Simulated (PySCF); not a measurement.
# UHF on K (potassium, neutral)

Configuration: [Ar] 4s1, 2S determinant. Calculation: PySCF 2.14, in aug-cc-pVQZ-X2C; scalar relativity by spin-free X2C-1e.

```json
{"Total energy": "-601.464429 hartree", "One-electron energy": "-826.9209 hartree", "Hartree (Coulomb) energy": "258.3343 hartree", "Exchange energy": "-32.8779 hartree", "⟨S²⟩": "0.7502", "⟨L²⟩": "0.000", "Sum of ⟨r⟩": "19.40 bohr", "Sum of ⟨r²⟩": "50.90 bohr²", "Langevin diamagnetic susceptibility": "-40.3 ×10⁻⁶ cm³/mol"}
```

```tsv
shell	electrons	mean orbital energy (hartree)	rms radius, mean of both spins (bohr)
1s α	1	-134.13625	0.0937
1s β	1	-134.13514	0.0937
2s α	1	-14.60217	0.418
2s β	1	-14.60020	0.418
2p α	3	-11.52459	0.388
2p β	3	-11.52392	0.388
3s α	1	-1.76362	1.37
3s β	1	-1.75822	1.37
3p α	3	-0.95418	1.56
3p β	3	-0.95204	1.56
4s α	1	-0.14818	5.59
```

Densities and radii are taken from the X2C orbitals without a picture-change correction, which distorts them close to the nucleus.

Spin-orbit constants ζ (cm⁻¹) from the X2C one-electron operator on these orbitals: bare nucleus, nucleus screened by l(l+1)(2l+1)/3 electrons, and screened by the Breit-Pauli mean field of the electrons.

```csv
shell,bare,screened nucleus,mean field
2p,16910,15130,n/a
3p,1441,1289,n/a
```
